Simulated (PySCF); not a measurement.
C₆H₄N₄O, SMILES c1cnc(-c2nnco2)nc1.

Geometry optimised at ωB97X-D3(BJ)/def2-SVP. One conformer was computed; it need not be the lowest.

Two levels are set side by side: TDA-PBE/def2-SVPD (PySCF) and TDA-LC-ωPBE/def2-SVPD (PySCF). Vertical, same geometry. The lowest singlet is HOMO→LUMO 99 % with PBE and HOMO−1→LUMO 93 % with the other functional; states are paired by order. Differences are taken from unrounded values.

```
quantity                              TDA-LC-ωPBE  TDA-PBE  TDA-PBE minus TDA-LC-ωPBE
------------------------------------  -----------  -------  -------------------------
lowest singlet excitation (eV)               4.58     3.26                      -1.32
lowest triplet excitation (TDA) (eV)         3.79     3.01                      -0.78
```

A lower first singlet is the usual sign of a functional without exact exchange. Differences between two approximate levels are no errors against the true value.

Rough cost on one machine, each run with all the roots and properties that it gave: TDA-LC-ωPBE against TDA-PBE about 3 times.
